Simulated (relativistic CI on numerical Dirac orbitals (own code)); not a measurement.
Bi XXVI: sensitivity of the levels to the model

Base calculation: Dirac-Coulomb-Breit CI, KLI orbitals optimised for each configuration, model QED (radiative potential, 1s self-energy scaled to tabulated hydrogen-like ionisation energies), unscaled Slater integrals.

CI space (outside the closed core [Ar] 3d10): 4s²4p⁶4d¹⁰4f¹², 4s²4p⁶4d¹⁰4f¹¹5s, 4s²4p⁶4d¹⁰4f¹⁰5s², 4s²4p⁶4d¹⁰4f¹¹5p, 4s²4p⁶4d⁹4f¹³, 4s²4p⁶4d¹⁰4f¹⁰5s5p, 4s²4p⁶4d¹⁰4f¹⁰5p², 4s²4p⁶4d⁸4f¹⁴, 4s²4p⁶4d¹⁰4f¹⁰5s5d, 4s²4p⁶4d¹⁰4f¹¹5d, 4s²4p⁵4d¹⁰4f¹³, 4s²4p⁶4d⁹4f¹¹5s², 4s²4p⁶4d⁹4f¹²5s, 4s²4p⁶4d¹⁰4f¹¹5f, 4s²4p⁶4d¹⁰4f¹¹6s, 4s²4p⁶4d¹⁰4f¹¹6p, 4s²4p⁶4d⁹4f¹²5p, 4s²4p⁶4d¹⁰4f¹¹5g, 4s4p⁶4d¹⁰4f¹³, 4s²4p⁶4d¹⁰4f¹¹6d, 4s²4p⁶4d⁸4f¹³5s, 4s²4p⁴4d¹⁰4f¹⁴, 4s²4p⁶4d¹⁰4f¹¹7s, 4s²4p⁶4d¹⁰4f¹¹6g, 4s²4p⁵4d⁹4f¹⁴, 4s²4p⁵4d¹⁰4f¹²5s, 4p⁶4d¹⁰4f¹⁴, 4s4p⁶4d¹⁰4f¹¹5s², 4s4p⁶4d⁹4f¹⁴, 4s4p⁶4d¹⁰4f¹²5s, 4s4p⁶4d⁹4f¹³5s, 4s²4p⁴4d¹⁰4f¹³5s, 4s4p⁵4d¹⁰4f¹⁴, 4s4p⁶4d¹⁰4f¹²6s, 4s4p⁶4d¹⁰4f¹²7s. Levels of other configurations are missing.

The lowest level and the first level of each name with at least 55 % of one term (blank where a level has no safe partner in the second run):

| Level | Base (cm⁻¹) | Shift (cm⁻¹) |
| --- | --- | --- |
| 4s²4p⁶4d¹⁰4f¹² ³H6 | 0 | 0 |
| 4s²4p⁶4d¹⁰4f¹² ³F4 | 10765 | +1 |
| 4s²4p⁶4d¹⁰4f¹² ³H5 | 42902 | 0 |
| 4s²4p⁶4d¹⁰4f¹² ³F3 | 57493 | +1 |
| 4s²4p⁶4d¹⁰4f¹² ³P0 | 95334 | +5 |
| 4s²4p⁶4d¹⁰4f¹² ¹I6 | 103716 | +1 |
| 4s²4p⁶4d¹⁰4f¹² ³P1 | 111951 | +4 |
| 4s²4p⁶4d¹⁰4f¹² ¹S0 | 211423 | +7 |
| 4s²4p⁶4d¹⁰4f¹¹5s ⁵I°8 | 608523 | +10503 |
| 4s²4p⁶4d¹⁰4f¹¹5s ³K°8 | 700196 | +10503 |
| 4s²4p⁶4d¹⁰4f¹¹5s ³P°0 | 715665 | +10506 |
| 4s²4p⁶4d¹⁰4f¹¹5s ³K°6 | 723998 | +10504 |
| 4s²4p⁶4d¹⁰4f¹¹5s ⁵D°4 | 729621 | +10507 |
| 4s²4p⁶4d¹⁰4f¹¹5s ³L°9 | 738148 | +10504 |
| 4s²4p⁶4d¹⁰4f¹¹5s ³L°8 | 743357 | +10505 |

At this charge transitions that keep the count of f electrons are usually good to a few per cent. Terms inside the open d or f shell come out 10 to 20 % too wide with unscaled integrals. Levels that differ in their count of f electrons can be misplaced by several ten thousand cm⁻¹, since the correlation energy of f electrons is missing or only estimated; rates across such gaps can be off by orders of magnitude.

Task: One thing was changed in a second run, which moved the levels as shown. Which?
A. P86 correlation estimate
B. configuration mixing switched off
C. QED terms removed
D. only the first configuration
E. Breit term removed
F. one mean potential for all configurations

Result: A. P86 correlation estimate. A correlation estimate moves all levels of a configuration together before mixing; mixed levels move by a weighted share.

LS names give the leading component of a level, which can be under half, so a name can repeat, a term be missing and a line seem to break the LS rules.
